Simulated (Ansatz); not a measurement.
Species: BOF, charge 1, doublet. BOF+ (parent SMILES O=BF, doublet).
B3LYP-D3(BJ)/def2-TZVP minimum from Ansatz (a program for electronic structure):
```xyz
3

F      0.0000     0.0000    -1.2033
B      0.0000     0.0000     0.0258
O      0.0000     0.0000     1.3376
```
Charge +1, spin multiplicity 2.

Total energies in aug-cc-pVDZ, 15 correlated electrons, 3 frozen orbitals. Open shells are spin-unrestricted; no spin-orbit coupling. Correlated methods leave the cores frozen. No relativity. The spin of BFO+ (parent SMILES O=BF, doublet) was assumed, and the state is the lowest solution found for it.

```
method    program  energy (Eh)  minus CCSDT(Q) (mEh)
--------  -------  -----------  --------------------
HF         Ansatz   -198.67806                431.44
MP2        Ansatz   -199.08136                 28.14
CCSD       Ansatz   -199.09641                 13.09
CCSD(T)    Ansatz   -199.10776                  1.74
CCSDT(Q)   Ansatz   -199.10950                  0.00
```

Rough core times of Ansatz's runs on a shared machine: CCSD(T) under 20 s, CCSDT(Q) 3 min.
